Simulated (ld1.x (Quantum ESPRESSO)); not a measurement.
## Configuration tests for arsenic (ultrasoft)

| Quantity | Value |
| --- | --- |
| Element | As (Z = 33) |
| Generator | ld1.x (Quantum ESPRESSO) 7.5 |
| Type | ultrasoft |
| Functional | revPBE |
| Relativity | scalar-relativistic |
| Frozen core | [Ar] 3d10 |
| Valence charge | 5 |
| Reference configuration | 4s2 4p2 (charge +1) |
| Partial waves | 4s (bound): rcut 1.35, rcutus 1.55 bohr; 4s channel at 1.4 Ry: rcut 1.35, rcutus 1.55 bohr; 4p (bound): rcut 1.35, rcutus 1.65 bohr; 4p channel at -0.1 Ry: rcut 1.35, rcutus 1.65 bohr; 4d channel at 0.25 Ry: rcut 1.50, rcutus 1.75 bohr |
| Local potential | all-electron potential smoothed inside 1.25 bohr (lloc = -1) |
| Core correction | a·sin(br)/r model core inside 1.35 bohr |
| Augmentation charge | PSQ, inside the norm-conserving radii |

Energies are relative to the spin-unpolarised reference configuration 4s2 4p2; without spin polarisation the order of configurations can differ from experiment. The frozen-core shift is the all-electron ΔE with the core orbitals held at their reference shape minus the fully relaxed ΔE.

```csv
valence configuration,charge,ΔE all-electron (eV),error AE − PS (meV),frozen-core shift (meV)
4s2 4p3,0,-9.105,-1.9,+2.6
4s2 4p1,+2,17.856,-15,+16
4s2 4p0,+3,45.453,-92,+101
4s1 4p4,0,0.286,-2.3,+2.0
4s2 4p2.5,+0.5,-5.571,-0.4,+0.7
4s0 4p5,0,9.888,-21,+18
```

**Question.** What are ΔE and the potential's error for 4s1 4p3?

**Answer.** ΔE = 10.085 eV all-electron; the error (AE − PS) is -11 meV.
